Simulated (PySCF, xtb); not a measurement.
C2H3Br2Cl, SMILES BrC(C)(Cl)Br.

Harmonic wavenumbers (cm⁻¹) from GFN2-xTB in xtb 6.7.1 at its own minimum, in rising order: 140, 170, 236, 247, 256, 281, 422, 528, 595, 1060, 1066, 1067, 1400, 1455, 1456, 3020, 3024, 3025.

Question: What does PBE-D3(BJ)/def2-SVP (PySCF) give at its own minimum? (The exact figures need the calculation; the answer reports its results.)

Answer: 155, 186, 256, 273, 304, 305, 445, 586, 653, 1033, 1042, 1057, 1333, 1393, 1394, 2987, 3090, 3100. Paired by order, the mean absolute difference is 40 cm⁻¹ and the zero-point energies are 27.8 and 28.0 kcal/mol.
